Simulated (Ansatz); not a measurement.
Consider the silylene formation by 1,1-elimination: `[SiH3]O[SiH2][GaH2]` → `[SiH3][O][GaH2]` + `[SiH2]`.

Gas-phase electronic energies from Ansatz, PBE0-D4/def2-TZVP geometries. CBS: MP2 limit from def2 TZ/QZ plus the TZ coupled-cluster correction, frozen cores. This one scheme is used for every species. DFT in def2-TZVPP. B3LYP here is the variant with VWN-RPA as its local correlation; programs differ in this. HSE06 is defined as in plane-wave codes. For Ga outer-core shells are correlated without core-valence functions, which leaves a few kJ/mol of doubt a bond. Scalar relativity is left out up to krypton. One conformer a species, not always the lowest.

`[SiH3]O[SiH2][GaH2]`:

Cartesian coordinates in Å:
```
Si 0.544 1.006 -1.232
O -0.433 -0.285 -1.388
Si -0.946 -1.246 -0.110
Ga 0.170 -0.166 1.763
H -0.127 2.266 -1.624
H 1.821 0.829 -1.961
H 0.899 1.142 0.245
H -2.435 -1.224 -0.095
H -0.539 -2.647 -0.406
H -0.552 0.965 2.583
H 1.597 -0.641 2.225
```

`[SiH3][O][GaH2]`:

Z-matrix (Å, degrees):
```
Si
O 1 1.629
H 1 1.488 2 110.0
H 1 1.492 2 111.4 3 120.2
H 1 1.488 2 110.0 3 -119.7
Ga 2 1.785 1 139.3 3 -120.2
H 6 1.555 2 113.8 1 179.9
H 6 1.561 2 116.0 1 -0.1
```

`[SiH2]`:

Z-matrix (Å, degrees):
```
Si
H 1 1.525
H 1 1.525 2 91.2
```

```json
{"level": "LDA (SPW92)", "ΔE (kJ/mol)": "308.5", "difference from CCSD(T)/CBS": "46.2"}
{"level": "PBE-D4", "ΔE (kJ/mol)": "274.1", "difference from CCSD(T)/CBS": "11.8"}
{"level": "revPBE-D4", "ΔE (kJ/mol)": "266.0", "difference from CCSD(T)/CBS": "3.7"}
{"level": "r2SCAN-D4", "ΔE (kJ/mol)": "284.5", "difference from CCSD(T)/CBS": "22.2"}
{"level": "B97M-V", "ΔE (kJ/mol)": "258.9", "difference from CCSD(T)/CBS": "-3.4"}
{"level": "PBE0-D4", "ΔE (kJ/mol)": "281.1", "difference from CCSD(T)/CBS": "18.8"}
{"level": "B3LYP-D4", "ΔE (kJ/mol)": "257.1", "difference from CCSD(T)/CBS": "-5.2"}
{"level": "r2SCANh-D4", "ΔE (kJ/mol)": "285.3", "difference from CCSD(T)/CBS": "23.0"}
{"level": "r2SCAN0-D4", "ΔE (kJ/mol)": "286.4", "difference from CCSD(T)/CBS": "24.1"}
{"level": "HSE06-D4", "ΔE (kJ/mol)": "280.6", "difference from CCSD(T)/CBS": "18.3"}
{"level": "BHLYP-D4", "ΔE (kJ/mol)": "265.9", "difference from CCSD(T)/CBS": "3.6"}
{"level": "CAM-B3LYP-D4", "ΔE (kJ/mol)": "260.3", "difference from CCSD(T)/CBS": "-2.0"}
{"level": "ωB97X-V", "ΔE (kJ/mol)": "267.5", "difference from CCSD(T)/CBS": "5.2"}
{"level": "B2PLYP", "ΔE (kJ/mol)": "248.1", "difference from CCSD(T)/CBS": "-14.2"}
{"level": "PBE-QIDH", "ΔE (kJ/mol)": "277.1", "difference from CCSD(T)/CBS": "14.8"}
{"level": "PBE", "ΔE (kJ/mol)": "262.8", "difference from CCSD(T)/CBS": "0.5"}
{"level": "revPBE", "ΔE (kJ/mol)": "241.7", "difference from CCSD(T)/CBS": "-20.6"}
{"level": "BLYP", "ΔE (kJ/mol)": "223.9", "difference from CCSD(T)/CBS": "-38.4"}
{"level": "r2SCAN", "ΔE (kJ/mol)": "281.8", "difference from CCSD(T)/CBS": "19.5"}
{"level": "PBE0", "ΔE (kJ/mol)": "271.2", "difference from CCSD(T)/CBS": "8.9"}
{"level": "B3LYP", "ΔE (kJ/mol)": "238.8", "difference from CCSD(T)/CBS": "-23.5"}
{"level": "r2SCANh", "ΔE (kJ/mol)": "282.2", "difference from CCSD(T)/CBS": "19.9"}
{"level": "r2SCAN0", "ΔE (kJ/mol)": "283.0", "difference from CCSD(T)/CBS": "20.7"}
{"level": "HSE06", "ΔE (kJ/mol)": "271.2", "difference from CCSD(T)/CBS": "8.9"}
{"level": "CAM-B3LYP", "ΔE (kJ/mol)": "249.9", "difference from CCSD(T)/CBS": "-12.4"}
{"level": "LC-ωPBE", "ΔE (kJ/mol)": "276.6", "difference from CCSD(T)/CBS": "14.3"}
{"level": "RPA@PBE/def2-TZVPP", "ΔE (kJ/mol)": "230.7", "difference from CCSD(T)/CBS": "-31.6"}
{"level": "HF/def2-SVP", "ΔE (kJ/mol)": "200.9", "difference from CCSD(T)/CBS": "-61.4"}
{"level": "MP2/def2-SVP", "ΔE (kJ/mol)": "233.2", "difference from CCSD(T)/CBS": "-29.1"}
{"level": "CCSD/def2-SVP", "ΔE (kJ/mol)": "213.0", "difference from CCSD(T)/CBS": "-49.3"}
{"level": "HF/def2-TZVPP", "ΔE (kJ/mol)": "220.7", "difference from CCSD(T)/CBS": "-41.6"}
{"level": "MP2/def2-TZVPP", "ΔE (kJ/mol)": "265.2", "difference from CCSD(T)/CBS": "2.9"}
{"level": "CCSD/def2-TZVPP", "ΔE (kJ/mol)": "244.7", "difference from CCSD(T)/CBS": "-17.6"}
{"level": "CCSD(T)/def2-TZVPP", "ΔE (kJ/mol)": "250.5", "difference from CCSD(T)/CBS": "-11.8"}
{"level": "HF/def2-QZVPP", "ΔE (kJ/mol)": "220.9", "difference from CCSD(T)/CBS": "-41.4"}
{"level": "MP2/def2-QZVPP", "ΔE (kJ/mol)": "272.0", "difference from CCSD(T)/CBS": "9.7"}
{"level": "SCS-MP2/def2-QZVPP", "ΔE (kJ/mol)": "256.1", "difference from CCSD(T)/CBS": "-6.2"}
{"level": "HF/CBS(def2)", "ΔE (kJ/mol)": "220.9", "difference from CCSD(T)/CBS": "-41.4"}
{"level": "MP2/CBS(def2)", "ΔE (kJ/mol)": "277.0", "difference from CCSD(T)/CBS": "14.7"}
{"level": "CCSD/CBS(def2)", "ΔE (kJ/mol)": "256.5", "difference from CCSD(T)/CBS": "-5.8"}
{"level": "CCSD(T)/CBS", "ΔE (kJ/mol)": "262.3", "difference from CCSD(T)/CBS": "0"}
```

Largest T1 diagnostic among the species: 0.014.

From BLYP to BHLYP (50 % exact exchange), in def2-TZVPP and without D4, ΔE moves by +24.4 kJ/mol. Leaving LDA and LC-ωPBE aside and taking each functional with its dispersion term where it has one, the values, not all of them listed here, spread over 39.5 kJ/mol, from BLYP-D4 to r2SCAN0-D4. LDA lies +45.7 kJ/mol from PBE without D4. The D4 term adds +18.3 kJ/mol with B3LYP and +9.8 kJ/mol with PBE0; it sums over pairs of atoms, weighted by their polarisabilities, and B3LYP, whose exchange is more repulsive, gets the larger term.

CCSD(T)/CBS has its own doubt, a few kJ/mol and more with outer-core shells, so smaller differences from it don't rank the levels.
